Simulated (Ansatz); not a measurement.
Geometry optimisation, Ansatz 0.2.0, RKS PBE0-D4/def2-SVP.

input.yaml

```yaml
crystal:
  periodic: [false, false, false]
  atoms:
    - { symbol: W, position_ang: [0.0, 0.0, 0.0] }
    - { symbol: Cl, position_ang: [0.0, 0.0, 2.39] }
    - { symbol: F, position_ang: [1.85, 0.0, 0.0] }
    - { symbol: F, position_ang: [0.0, 1.85, 0.0] }
    - { symbol: F, position_ang: [-1.85, 0.0, 0.0] }
    - { symbol: F, position_ang: [0.0, -1.85, 0.0] }
    - { symbol: Cl, position_ang: [0.0, 0.0, -2.39] }
basis:
  gaussian: { orbitals: def2-SVP }
hamiltonian:
  xc: pbe0
  dispersion: d4
relax:
  f_tol: 0.02
  max_steps: 40
```

Run as:

```bash
$ ansatz run input.yaml --threads 2 --pin off --max-ram 3072MiB --backend cpu --events-out ev --progress --plain --runs-dir out
```

Q: Where does it end, and by what steps?

A: It converged. After 3 steps the energy has fallen by 0.196 eV; Cl2 moved furthest, 0.11 Å.

```
step  energy less start (eV)  largest force component (eV/Å)  accepted
   0                  0.0000                           1.657       yes
   1                 -0.1126                           1.366       yes
   2                 -0.1958                           0.022       yes
   3                 -0.1959                           0.003       yes
```

```xyz
7
Properties=species:S:1:pos:R:3
W 0.000 0.000 0.000
Cl 0.000 0.000 2.283
F 1.846 0.000 0.000
F 0.000 1.846 0.000
F -1.846 0.000 0.000
F 0.000 -1.846 0.000
Cl 0.000 0.000 -2.283
```

Run time: 28 s on 2 threads of Arm Neoverse V1, on a shared host, peak memory 0.34 GiB.
